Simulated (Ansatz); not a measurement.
A structure relaxed at PBE0-D4/def2-TZVP in Ansatz, charge 1, doublet:

```xyz
3

Ti    0.969   -0.062   -0.084
S    -0.637   -0.517   -1.310
S    -0.332    0.579    1.394
```

(1) Give its formula and point group.

(2) Summarise the bond lengths by kind (pairs closer than 1.2 times the sum of covalent radii, bridged metal pairs left out).

Results:

(1) the cluster TiS2⁺. Point group C2v (tolerance 0.1 Å).

(2) 2 × S–Ti 2.07 Å. The metal has 2 neighbours: S 2.07 Å, S 2.07 Å.

The charge 1 doublet is spin-contaminated (final ⟨S²⟩ up to 0.83, 0.75 for a pure state). The relaxation made no stability test and no search for a lower SCF solution. No other spin state of charge 1 was run. Another isomer (doublet) lies 0.66 eV lower at PBE0-D4/def2-TZVP; other spin states weren't run for this one.
